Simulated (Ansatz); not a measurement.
Born–Oppenheimer molecular dynamics of F₂GeH₂O₂ (7 atoms, charge 0, multiplicity 1). It starts from a relaxed structure.

Theory: Ansatz 0.2.0, RKS BLYP-D4/def2-SVP.

```
ensemble        : NVT, Nosé–Hoover chain
time step       : 1 fs
steps asked     : 250
set temperature : 400 K
thermostat      : time constant 100 fs, chain length 1
seed            : 851942
```

First frame:

```xyz
7
Properties=species:S:1:pos:R:3
Ge -0.030 -0.044 -0.059
O 0.096 -0.107 1.711
H -0.767 -0.332 2.116
O 1.573 -0.122 -0.797
H 2.157 -0.718 -0.284
F -0.778 1.418 -0.629
F -1.088 -1.329 -0.596
```

**Question.** How far do the bonds stretch over the last three quarters of this one trajectory? (Pairs bonded in most of those frames.)

**Answer.** 
```tsv
bond	mean (Å)	spread (Å)	shortest	longest
Ge1–O2	1.773	0.021	1.73	1.82
Ge1–O4	1.779	0.030	1.73	1.83
Ge1–F6	1.752	0.021	1.71	1.79
Ge1–F7	1.743	0.020	1.71	1.78
O2–H3	0.980	0.009	0.96	1.00
O4–H5	0.985	0.035	0.93	1.04
```

Mean temperature of the second half: 415 K. The conserved energy stayed within 1.5 meV per atom of its start (net change 1.5 meV per atom), so the integration is sound. A run of 0.25 ps of so small a system gives no equilibrium averages.

The run took 6.8 min on 2 threads of Arm Neoverse V1, on a shared host, peak memory 0.13 GiB.
